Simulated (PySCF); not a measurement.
**Diatomics of Na with the chalcogens**

PBE0 with triple-zeta basis sets in PySCF, for the lowest determinant that a PBE0 search found; no spin–orbit coupling. De refers to high-spin ground-configuration atoms. A positive dipole means M(−)Na(+).

```csv
M,basis,state (unpaired electrons),Re (Å),ωe (cm⁻¹),De (eV),μ (D)
O,x2c-TZVPPall,doublet (π ↑),2.046,493,2.54,7.77
S,def2-TZVPP,doublet (π ↑),2.484,332,2.53,8.29
Se,def2-TZVPP,doublet (π ↑),2.605,270,2.38,8.29
```

The shortest bond is that of NaO (2.046 Å), the longest that of NaSe (2.605 Å).

The rows differ in basis set, which adds steps of its own.

Down a group the atoms grow and get heavier, so bonds lengthen and wavenumbers fall; this series shows no clear exception.

Spin–orbit coupling is left out. States were picked by a PBE0 search and need not be the measured ground states.
